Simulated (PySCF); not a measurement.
**Rhodium: a sound run and one with changed settings**

Sound run: Rh⁺ [Kr] 4d8, Rh²⁺ [Kr] 4d7. All numbers are calculated (PySCF 2.14, scalar relativity by spin-free X2C-1e, in x2c-TZVPall (8s6p6d1f, 63 functions)). In the sound run the correlated levels freeze [Kr]. The sound run starts from symmetry-adapted Hartree-Fock orbitals and uses a fine grid where one is needed.

Changed run: initial guess sap, at most 50 SCF cycles.

```
species  method  sound run (hartree)  changed run (hartree)  converged
    Rh⁺     UHF          -4780.95532            -4780.95532        yes
    Rh⁺  r2SCAN          -4783.32510            -4783.32510        yes
   Rh²⁺     UHF          -4780.36136            -4780.36136        yes
   Rh²⁺  r2SCAN          -4782.65640            -4782.65640        yes
```

Here the plain start reaches the same solutions.
